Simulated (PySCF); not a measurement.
## Fractional electron number in Nb (niobium, neutral)

The 5s alpha orbital of [Kr] 4d4 5s1 is emptied in steps (occupation f), with all orbitals relaxed, ending at [Kr] 4d4. Calculation: PySCF 2.14, in x2c-TZVPall (8s6p6d1f, 63 functions); scalar relativity by spin-free X2C-1e. The exact energy is a straight line in f; departures are measured from the line between the end points of the same method.

```json
{"f": "1", "UHF (eV)": "0.000"}
{"f": "0.9", "UHF (eV)": "0.022"}
{"f": "0.7", "UHF (eV)": "0.049"}
{"f": "0.5", "UHF (eV)": "0.056"}
{"f": "0.3", "UHF (eV)": "0.046"}
{"f": "0.1", "UHF (eV)": "0.019"}
{"f": "0", "UHF (eV)": "0.000"}
```

```json
{"method": "UHF", "E(f=0) − E(f=1) (eV)": "5.994", "−ε at f=1 (eV)": "6.241", "−ε at f=0.5 (eV)": "5.984"}
```

Orbital energy along the path (eV):

```
  f     UHF
  1  -6.241
0.9  -6.184
0.7  -6.079
0.5  -5.984
0.3  -5.899
0.1  -5.822
  0  -5.785
```

Reference removal energy between the ground levels: 6.759 eV (measured; NIST Atomic Spectra Database, ionization energies). The calculation has no spin-orbit coupling. UHF lacks correlation.
